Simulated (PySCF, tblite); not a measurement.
Isomers of C2H8O3Si2. Calculated harmonic vibrations of the isolated species, GFN2-xTB (tblite), most abundant isotopes, no scaling. Against measured fundamentals such values can be off by several per cent, at times by over 20. Modes of hydrogen on silicon can be 10 to 20 % off. One conformer each.

Electronic energies: PBE0/pcSseg-1 single points on the GFN2-xTB geometries (PySCF, gas phase).

```csv
SMILES,"electronic energy, lowest = 0 (kcal/mol)"
O=C(CO[SiH3])[SiH2]O,73.3
O=C[SiH2]OCO[SiH3],85.3
CC1O[SiH2]O[SiH2]O1,0.0
```

Task: How do GFN2-xTB zero-point energies change the relative energies?

Result: 
| SMILES | ZPE (kcal/mol) | of it from modes above 1550 cm⁻¹ | electronic (kcal/mol) | with ZPE, lowest = 0 (kcal/mol) | lowest mode (cm⁻¹) | rings |
| --- | --- | --- | --- | --- | --- | --- |
| CC1O[SiH2]O[SiH2]O1 | 63.7 | 30.5 | 0.0 | 0.0 | 49 | 1 |
| O=C(CO[SiH3])[SiH2]O | 59.5 | 32.1 | 73.3 | 69.1 | 33 | 0 |
| O=C[SiH2]OCO[SiH3] | 59.3 | 30.9 | 85.3 | 80.9 | 31 | 0 |

The zero-point energies span 4.4 kcal/mol, from `O=C[SiH2]OCO[SiH3]` to `CC1O[SiH2]O[SiH2]O1`. The order is unchanged.

Task: And how do the electronic energies of GFN2-xTB itself compare?

Result: `CC1O[SiH2]O[SiH2]O1` 0.0; `O=C(CO[SiH3])[SiH2]O` 93.0; `O=C[SiH2]OCO[SiH3]` 101.4 kcal/mol, lowest = 0. Against the energies above, taken from the same isomer `CC1O[SiH2]O[SiH2]O1`, the largest difference is 19.7 kcal/mol.

Task: What do entropy and thermal enthalpy add at 298.15 K and 1 bar (rigid rotor, harmonic oscillator, one conformer each)?

Result: 
```csv
SMILES,point group,symmetry number,S (cal/(mol K)),H − H(0) (kcal/mol),ZPE + H − H(0) − TS (kcal/mol)
CC1O[SiH2]O[SiH2]O1,Cs,1,93.4,6.26,42.1
O=C(CO[SiH3])[SiH2]O,Cs,1,100.1,7.06,36.7
O=C[SiH2]OCO[SiH3],C1,1,103.8,7.28,35.6
```
